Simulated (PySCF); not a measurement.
Au2H8S2Si4, SMILES [SiH2]([SiH2][SiH2][SiH2][S][Au])[S][Au], multiplicity 1.

Coordinates come from a PBE0-D3(BJ)/def2-SVP optimisation. The multiplicity is an assumed one; other spin states were not compared. The def2 effective core potentials stand for the cores of Au; spin–orbit coupling is left out. Other conformers were not sampled.

Two levels are set side by side: TDA-PBE/def2-SVP (PySCF) and TDA-M06-2X/def2-SVP (PySCF). Vertical, same geometry. The lowest singlet is HOMO→LUMO 78 %, HOMO−1→LUMO+1 22 % with PBE and HOMO−1→LUMO 51 %, HOMO−2→LUMO+1 45 % with the other functional; states are paired by order. Differences are taken from unrounded values.

```
quantity                               TDA-M06-2X
-------------------------------------  ----------
lowest singlet excitation (eV)               2.46
lowest triplet excitation (TDA) (eV)         2.01
first bright state (f over 0.05) (eV)        3.20
its oscillator strength                      0.58
```

Question: What does TDA-PBE give, and how far is it from TDA-M06-2X? (The exact figures need the calculation; the answer reports its results.)

Answer: 
| quantity | TDA-PBE | TDA-PBE minus TDA-M06-2X |
|---|---|---|
| lowest singlet excitation (eV) | 1.66 | -0.80 |
| lowest triplet excitation (TDA) (eV) | 1.42 | -0.59 |
| first bright state (f over 0.05) (eV) | 2.43 | -0.78 |
| its oscillator strength | 0.43 | -0.14 |

Functionals without exact exchange tend to place singlet excitations lower, as here. Differences between two approximate levels are no errors against the true value.

Rough cost on one machine, each run with all the roots and properties that it gave: TDA-M06-2X against TDA-PBE about 10 times.
